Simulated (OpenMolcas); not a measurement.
# Fe3+ in a point-charge field

Fe3+ among 4 point charges of -2.4 e arranged as a tetrahedron (Td), 1.84 Å from the ion.
```
   1.0623    1.0623    1.0623  -2.40
   1.0623   -1.0623   -1.0623  -2.40
  -1.0623    1.0623   -1.0623  -2.40
  -1.0623   -1.0623    1.0623  -2.40
```

```json
{
  "Program": "OpenMolcas",
  "Method": "SS-CASPT2, IPEA 0.25 Eh, imaginary shift 0.1 Eh (closed shells correlated: 3s 3p)",
  "Basis": "ANO-RCC-VDZP [5s4p2d1f]",
  "Scalar Hamiltonian": "DKH2, point nucleus",
  "Active space": "5 electrons in 5 orbitals (3d)",
  "State averaging": "2S+1 = 6 even, 1 root; 2S+1 = 4 even, 24 roots; 2S+1 = 2 even, 75 roots",
  "Spin-orbit coupling": "state interaction with AMFI integrals over the reference wave functions"
}
```

The lowest spin-free states (labels of Td), above the lowest:

```
State  Degeneracy  E (cm-1)  Free-ion L (%)
  6A1           1         0         S (100)
  4T1           3     33710          G (91)
  4T2           3     34240         G (100)
   4E           2     34280         G (100)
  4A1           1     34370         G (100)
  4T1           3     38800          P (91)
  4T2           3     40970          D (99)
   4E           2     41040         D (100)
  2T2           3     49310          I (93)
  2T1           3     49570          I (97)
  2A2           1     49600          I (95)
  2T2           3     49820          I (98)
  2A1           1     50010         I (100)
   2E           2     50030          I (99)
  2T2           3     52110          D (66)
   2E           2     52850          D (94)
  2T1           3     54440          F (95)
  2A2           1     54890          F (95)
  4A2           1     55500         F (100)
  2T2           3     55720          F (61)
```

The lowest levels with spin-orbit coupling:

```tsv
E (cm-1)	Degeneracy	Label	2S+1	g
0	6		6	
33680	4	Γ8	4	
33680	2	Γ6	4	2.87 2.87 2.87
33720	2	Γ7	4	2.42 2.42 2.42
33730	4	Γ8	4	
34200	2	Γ6	4	2.47 2.47 2.47
34210	4	Γ8	4	
34240	4	Γ8	4	
34250	2	Γ7	4	0.91 0.91 0.91
34290	2	Γ7	4	0.64 0.64 0.64
34290	2	Γ6	4	3.08 3.08 3.08
34290	4	Γ8	4	
34360	4	Γ8	4	
38570	4	Γ8	4	
38570	2	Γ7	4	2.59 2.59 2.59
38640	4	Γ8	4	
38750	2	Γ6	4	2.63 2.63 2.63
40850	2	Γ7	4	4.34 4.34 4.34
40970	4	Γ8	4	
41070	2	Γ6	4	2.60 2.60 2.60
```

Powder χT (cm3 K/mol): 4.39 at 2 K, 4.39 at 10 K, 4.39 at 50 K, 4.39 at 100 K, 4.39 at 200 K, 4.39 at 300 K. The effective moment at 300 K is 2.828 √(χT) = 5.92 μB.

The lowest level has 2S+1 = 6, for which the spin-only value is χT = S(S+1) / 2 = 4.375 cm3 K/mol (g = 2). The computed 4.385 at 300 K differs by +0.010, little more than the free-electron g of 2.0023 accounts for.

Roots that are degenerate in the reference are averaged as groups; the widest CASPT2 spread within a group is 130 cm-1 (the 3-fold group of multiplicity 2 near 49800 cm-1 above the lowest state of its run). Shifts and gaps below about the spread of the groups concerned are not significant. Free-ion shares, where given, are those of the reference states; single-state CASPT2 does not remix them. Point charges carry no covalency, so the field is a model and not that of real ligands. No measured value stands beside these numbers.
